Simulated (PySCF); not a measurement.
4-fluoro-1,3-thiazole (C₃H₂FNS), SMILES Fc1cscn1. Heavy atoms are numbered as in [F:1][c:2]1[cH:3][s:4][cH:5][n:6]1. Hydrogens are named by the atom that carries them.

The structure is a stationary point at r2SCAN-D4/def2-SVP.

These are PySCF with M06-2X/def2-TZVP values and carry that method's errors.

ESP charges are fitted to the potential on shells at 1.4 to 2.0 van der Waals radii. Atomic charges (e), one atom of each kind:

| atom | ESP fit | Löwdin | IAO |
|---|---|---|---|
| F1 | -0.22 | 0.21 | -0.26 |
| C2 | 0.59 | -0.44 | 0.39 |
| C3 (CH) | -0.46 | -0.41 | -0.41 |
| S4 | 0.08 | 0.70 | 0.35 |
| C5 (CH) | 0.02 | -0.45 | -0.14 |
| N6 | -0.45 | 0.11 | -0.30 |
| H on C3 | 0.26 | 0.14 | 0.19 |
| H on C5 | 0.18 | 0.13 | 0.18 |

Computed Mayer and Wiberg (Löwdin basis) orders of the bonds:
```json
[
 {"bond": "F1–C2", "Mayer": "1.08", "Wiberg": "1.77"},
 {"bond": "C2–C3", "Mayer": "1.63", "Wiberg": "1.76"},
 {"bond": "C3–S4", "Mayer": "1.20", "Wiberg": "1.54"},
 {"bond": "S4–C5", "Mayer": "1.29", "Wiberg": "1.61"},
 {"bond": "C2–N6", "Mayer": "1.32", "Wiberg": "1.60"},
 {"bond": "C5–N6", "Mayer": "1.61", "Wiberg": "1.99"}
]
```
